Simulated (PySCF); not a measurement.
**Electron correlation in Pd²⁺ (palladium, charge +2)**

[Kr] 4d7 5s1, high-spin 5F determinant (an excited configuration). Calculation: PySCF 2.14, in def2-TZVPPD with the def2 core potential (28 electrons) (6s4p3d2f1g, 56 functions); a scalar-relativistic core potential. Frozen: 4s2 4p6; 8 electrons correlated.

| level | correlation energy (mhartree) |
| --- | --- |
| CCSD | -183.60 |
| (T) | -3.89 |
| CCSD(T) | -187.49 |

Diagnostics: T1 = 0.0048, D1 = 0.0180, largest double amplitude 0.024.

Cost of the coupled-cluster step: of the order of 5 core-seconds, for 8 correlated electrons.
